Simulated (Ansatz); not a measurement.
`FC(F)[C@H](F)[C@@H](F)C(F)(F)F` + H₂ → `FCC(F)(F)F` + `FCC(F)F` at 500 K and 1 bar (hydrogenolysis of a C–C bond).

Computed with Ansatz on PBE0-D4/def2-TZVP structures; ΔE is electronic, products minus reactants. CBS: MP2 limit from def2 TZ/QZ plus the TZ coupled-cluster correction, frozen cores. This one scheme is used for every species. One conformer a species, not always the lowest.

```csv
species,CCSD(T)/CBS energy (Eh),H − E (kJ/mol),S (J/(mol·K))
`FC(F)[C@H](F)[C@@H](F)C(F)(F)F`,-852.54654,275.8,523.0
H₂,-1.17544,41.0,145.5
`FCC(F)(F)F`,-476.47126,156.8,367.0
`FCC(F)F`,-377.27138,174.3,347.4
```

H − E and S are ideal-gas, rigid-rotor, harmonic terms from PBE0-D4/def2-TZVP, for one conformer and one mirror image of each species. The MP2-based limit puts H₂ 0.8 mEh under its directly extrapolated value; such offsets cancel only in part. 1 Eh = 2625.50 kJ/mol, R = 8.31446 J/(mol·K).

Q: By hand: ΔE, ΔH, ΔS and ΔG.

A: ΔE = (-476.47126) + (-377.27138) − (-852.54654) − (-1.17544) = -0.02066 Eh = -54.2 kJ/mol. Δ(H − E) = 156.8 + 174.3 − 275.8 − 41.0 = 14.3, so ΔH = -39.9 kJ/mol. ΔS = 367.0 + 347.4 − 523.0 − 145.5 = 45.9 J/(mol·K). ΔG = -39.9 − 500 × (45.9)/1000 = -62.8 kJ/mol.

Q: By hand: the equilibrium constant, and the temperature at which ΔG would vanish if ΔH and ΔS stayed fixed.

A: log₁₀ K = −ΔG/(RT ln 10) = 6.6. ΔH and −TΔS have one sign here, so there is no such temperature.

TΔS isn't small against ΔH here. A doubt of 5 kJ/mol in ΔE shifts log₁₀ K by 0.5 here. Other conformers and mirror images would add mixing entropy, several J/(mol·K) or more a flexible species. Modes under 60 cm⁻¹, often nearly free rotors, make the harmonic entropy too high. These are equilibria of isolated gas molecules and say nothing of rates. Largest T1 diagnostic: 0.012 (customary marks: 0.02 for closed shells, 0.045 for open ones).
